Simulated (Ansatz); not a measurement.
Stepwise reaction of `[AlH3]` with water, as a gas-phase model of exchange steps in deposition or etching. ΔE in kJ/mol; ΔG adds harmonic PBE0-D4 terms to CCSD(T)/CBS, at 1 bar.

Computed with Ansatz on PBE0-D4/def2-TZVP structures; ΔE is electronic, products minus reactants. CBS: MP2 limit from def2 TZ/QZ plus the TZ coupled-cluster correction, frozen cores. This one scheme is used for every species. DFT in def2-TZVPP. B3LYP here is the variant with VWN-RPA as its local correlation; programs differ in this. Each species was taken in one conformer, which may not be the lowest.

```
step                                           reaction  PBE-D4  B3LYP-D4  ωB97M-V  CCSD(T)/CBS  ΔG(400 K)
   2          `[OH][AlH2]` + H₂O → `[OH][AlH][OH]` + H₂  -117.1    -123.0   -121.3       -121.0     -117.4
   3  `[OH][AlH][OH]` + H₂O → `[OH][Al]([OH])[OH]` + H₂  -107.8    -115.2   -112.9       -113.9     -109.5
```

(1) Give the row of step 1, `[AlH3]` + H₂O → `[OH][AlH2]` + H₂. (An estimate is asked.)

(2) By hand: ΔE of the 3 steps together at CCSD(T)/CBS.

Answers

(1) The calculation gave: 
```json
{"step": "1", "reaction": "`[AlH3]` + H₂O → `[OH][AlH2]` + H₂", "PBE-D4": "-121.7", "B3LYP-D4": "-126.2", "ωB97M-V": "-124.7", "CCSD(T)/CBS": "-123.8", "ΔG(400 K)": "-126.6"}
```

(2) (-123.8) + (-121.0) + (-113.9) = -358.7 kJ/mol, or -119.6 kJ/mol a step.

In ΔE each step is higher than the one before. All are downhill at CCSD(T)/CBS. ΔG lies between -126.6 and -109.5 kJ/mol a step. PBE-D4 differs from CCSD(T)/CBS by 2.1 to 6.1 kJ/mol a step. Isolated molecules leave out the surface, adducts and barriers. Largest T1 diagnostic: 0.012.
